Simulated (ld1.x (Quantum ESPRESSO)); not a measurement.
**Cr (Z = 24): variants of one PAW potential**

Base potential:

Cr, PAW, made with ld1.x (Quantum ESPRESSO) 7.5 (PBE, fully relativistic). Core [Ne], reference 3s2 3p6 3d5.5 4s0.5 4p0. Waves: 3s (bound): rcut 1.45, rcutus 1.75 bohr; 4s (bound): rcut 1.45, rcutus 1.75 bohr; 3p (bound): rcut 1.35, rcutus 1.40 bohr; 4p (bound, empty): rcut 1.35, rcutus 1.40 bohr; 3d (bound): rcut 2.05, rcutus 2.45 bohr; 3d channel at 2.3 Ry: rcut 2.05, rcutus 2.45 bohr. Local part: all-electron potential smoothed inside 1.55 bohr (lloc = -1). Core correction: a·sin(br)/r model core inside 0.95 bohr. Augmentation charge: PSQ, inside the norm-conserving radii.

Open shells are filled in proportion to 2j + 1 (rel_dist='average').

All-electron outer shells of the reference configuration (PBE, scalar-relativistic, ld1.x):

```tsv
shell	level (eV)	outermost node (bohr)	outermost maximum (bohr)
2s	-665.71	0.09	0.24
2p	-559.29	–	0.20
3s	-72.67	0.36	0.78
3p	-44.17	0.33	0.80
4s	-3.71	1.12	2.81
3d	-1.94	–	0.85
4p	-0.87	1.26	4.15
```

Cutoffs, loose and tight: the cutoffs (Ry, on a coarse ladder) from which the occupation-weighted sum of valence levels, in a spherical-Bessel basis at the reference potential, stays within 10 and 1 mRy of its value at 400 Ry. They do not see the model core or the augmentation charge, which bear on the density cutoff. Test errors are all-electron minus pseudo excitation energies from the reference, over the configurations 3s2 3p6 3d5 4s1 4p0; 3s2 3p6 3d5 4s0 4p0; 3s2 3p6 3d4 4s0 4p0; 3s2 3p6 3d4 4s2 4p0; 3s2 3p6 3d4 4s1 4p0; 3s2 3p6 3d4 4s1 4p1; 3s2 3p5 3d5 4s1 4p0. A dash means not determined; rows that change the core or the reference have their own tests. The largest error is taken over the tests solved by every variant that gives reliable tests at all: 3s2 3p6 3d4 4s0 4p0; 3s2 3p6 3d5 4s0 4p0; 3s2 3p6 3d5 4s1 4p0.

Cutoffs are not given where the Bessel-basis levels miss the radial ones by over 6 mRy, ghosts where they miss by over 20 mRy; a channel whose overlap is not positive is not tested.

On the changes marked as counting shells twice: ld1.x takes every shell without a wave as core, so the model core holds the marked electrons as well and exchange and correlation see them twice. This cancels in the reference configuration, but the file is broken for other ones, and its errors say nothing about a proper core correction.

| change | outcome | cutoff, loose | cutoff, tight | bound ghosts | largest test error (meV) |
| --- | --- | --- | --- | --- | --- |
| base | generated | – | – | not determined | +5.4 |
| waves 3p (bound): rcut 1.34, rcutus 1.42 bohr; 4p (bound): rcut 1.34, rcutus 1.42 bohr | generated | – | – | not determined | +5.3 |
| wave 3d channel at 2.3 Ry: rcut 2.05, rcutus 2.45 bohr becomes 3d channel at 1.34 Ry: rcut 2.05, rcutus 2.45 bohr | generated | – | – | not determined | +0.5 |
| type RRKJ; waves now 3s (bound): rc 1.75 bohr; 3p (bound): rc 1.40 bohr; 3d (bound): rc 2.45 bohr; local potential the d channel; rho0 0.01 (4s counted twice) | generated, misses its reference levels by 0.75 eV | 55 Ry | 80 Ry | none | no test is counted, since the test run did not reproduce the reference configuration |
| local potential all-electron potential smoothed inside 1.90 bohr (lloc = -1) | generated | – | – | not determined | +7.5 |
| core correction a·sin(br)/r model core inside 0.70 bohr | generated | – | – | not determined | +5.4 |
| waves 3d (bound): rcut 1.72, rcutus 1.82 bohr; 3d channel at 2.3 Ry: rcut 1.72, rcutus 1.82 bohr | generated | – | – | not determined | +1.0 |
| reference 3s2 3p6 3d5 4s0.5 4p0 | generated | – | – | not determined | +4.0 over the solved tests; 1 of 7 tests not solved or not reliable |
| augmentation PSQ, radius 1.35 bohr | generated | – | – | not determined | +5.3 |
| waves 3s (bound): rcut 1.16, rcutus 1.22 bohr; 4s (bound): rcut 1.16, rcutus 1.22 bohr | generated | – | – | not determined | +3.0 |
| functional LDA (PZ) | generated | – | – | not determined | +6.4 |
